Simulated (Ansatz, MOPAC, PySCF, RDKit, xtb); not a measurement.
Pair of molecules: H2 (SMILES [H][H]) (first 2 atoms) with CH3NO (SMILES NC=O); geometry from B3LYP-D3(BJ)/def2-TZVP, rigid monomers moved along the line of their centres of mass till H1···O5 is 3.61 Å.
(charge 0, multiplicity 1):
```xyz
8

H     -0.315    -0.215     0.474
H      0.006    -0.006    -0.168
N      1.029     0.750     4.345
C     -0.046     0.037     4.762
O     -0.837    -0.516     4.031
H      1.209     0.846     3.359
H      1.650     1.186     5.003
H     -0.132     0.008     5.863
```

| level | interaction energy (meV) | minus MP2/CBS(aug-cc-pVDZ, aug-cc-pVTZ) + ΔCCSD(T)/aug-cc-pVDZ | cost |
|---|---|---|---|
| UFF | -7.4 | 11.9 | - |
| PM3 | -2.4 | 16.9 | - |
| PM6 | -1.1 | 18.3 | - |
| GFN1-xTB | -8.3 | 11.0 | - |
| GFN2-xTB | -16.2 | 3.1 | - |
| HF/STO-3G (no counterpoise) | -5.6 | 13.8 | - |
| HF/aug-cc-pVTZ | -13.3 | 6.0 | - |
| r2SCAN-D4/def2-TZVPPD | -16.7 | 2.7 | ×2 |
| B3LYP/3-21G (no counterpoise) | -14.7 | 4.7 | - |
| B3LYP/6-31G* (no counterpoise) | -16.0 | 3.4 | - |
| B3LYP-D3(BJ)/def2-TZVPPD | -16.9 | 2.5 | ×1 |
| B3LYP-D4/def2-TZVPPD | -17.9 | 1.4 | ×1 |
| CCSD(T)/aug-cc-pVDZ | -17.3 | 2.1 | ×6 |
| MP2/CBS(aug-cc-pVDZ, aug-cc-pVTZ) + ΔCCSD(T)/aug-cc-pVDZ | -19.4 | 0.0 | ×9 |

 The comparison column counts from a level with limits of its own.

The rows run from -19.4 (MP2/CBS(aug-cc-pVDZ, aug-cc-pVTZ) + ΔCCSD(T)/aug-cc-pVDZ) to -1.1 meV (PM6).

Interaction energies are E(AB) − E(A) − E(B) at the monomers' geometry in the complex; basis-set methods are counterpoise corrected. Rows marked so take none. RDKit's UFF carries no charges.

Frozen-core correlation. CBS: X⁻³ extrapolation of the correlation energy, Hartree–Fock from the larger set. Rows in 3-21G, 6-31G*, STO-3G carry no dispersion term and start afresh at each structure (6-31G* with six Cartesian d functions). The state that PM3, PM6 reach isn't checked.

Codes used: Ansatz (Gaussian basis) for Hartree–Fock, density functionals and correlated methods; MOPAC for PM3, PM6 (differences of heats of formation); PySCF for 3-21G rows, 6-31G* rows, STO-3G rows, the dispersion terms; RDKit for the force fields; xtb for the GFN methods. Values without a source in brackets are computed.

Costs are rough ratios of core time to PBE/def2-TZVPPD (about 3 s over the structures, on one shared machine); a dash marks a level with no comparable run of its own.

Ansatz is an electronic-structure program.
